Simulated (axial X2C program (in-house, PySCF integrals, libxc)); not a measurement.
CaNb: from the spin-free to the two-component result

Computed with an axial X2C code built on PySCF integrals. Spin-free means the one-electron spin-free X2C Hamiltonian; two-component (2c) means X2C with spin–orbit coupling and atomic mean-field two-electron Coulomb and Gaunt terms, so the difference of the two also holds small scalar two-electron terms. Basis: Nb dyall-v2z [9s10p7d2f], Ca dyall-v2z [9s9p3d] (cores contracted in-house); Gaussian nuclei, density fitting, unrestricted open shells. Masses: Nb 92.906 u, Ca 39.963 u.

Spin-free state: M_S = 5/2, Λ = 2 (beyond evenly filled blocks: 2 × σα, π+α, π-α, δ+α); fragments Nb + Ca.

| level | Re (Å) | ωe (cm⁻¹) | De (eV) | μ (D) |
| --- | --- | --- | --- | --- |
| PBE0 | 3.258 | 132.1 | 0.535 | 0.17 |
| HF | 3.725 | 71.5 | 0.077 | -0.96 |
| BLYP | 3.225 | 138.7 | 0.552 | 0.93 |

Dipoles are positive if Ca is the positive end.

Two-component determinant lowest at the distance of the search:

Ω = 1/2 (⟨Sz⟩ = 2.50, ⟨Lz⟩ = -2.00 at PBE0); fragments Nb + Ca.

```json
{"level": "PBE0", "Re (Å)": "3.258", "ωe (cm⁻¹)": "132.0", "μ (D)": "0.17"}
{"level": "HF", "Re (Å)": "3.725", "ωe (cm⁻¹)": "71.4", "μ (D)": "-0.96"}
{"level": "BLYP", "Re (Å)": "3.225", "ωe (cm⁻¹)": "138.7", "μ (D)": "0.92"}
```

Task: From the two tables, how do the constants change at the PBE0 level (2c against spin-free)?

Result: At the PBE0 level Re is unchanged within 0.001 Å and ωe doesn't move by more than 0.2 cm⁻¹.

De is counted from the lowest determinant-based energies of the atoms at the same level, without counterpoise correction. De is not given where an atomic determinant may have missed its ground term or J level, or where the truncated virtual space spoils (T). Density functionals use the spin component along the axis (collinear). The functionals have no current-density term, which raises determinants with orbital currents, atoms included. The atomic limit has a lower orbital projection than the molecule and lies lower at mean-field level, so De may be about a tenth of an eV too small. The state is one determinant with fixed occupations, lowest in a PBE0 search at one distance only: followed along the bond, the spin-free determinant M_S = 5/2, Λ = 0 reaches 0.13 eV lower at PBE0, at Re = 2.887 Å, so the state shown is not the lowest. With several unpaired electrons one determinant need not be a pure state. At some level and bond length an empty orbital lies below a filled one. The determinant is spin-polarised beyond a pure state at some levels (its spin-free form has ⟨S²⟩ too high), which makes Re and μ there less reliable.
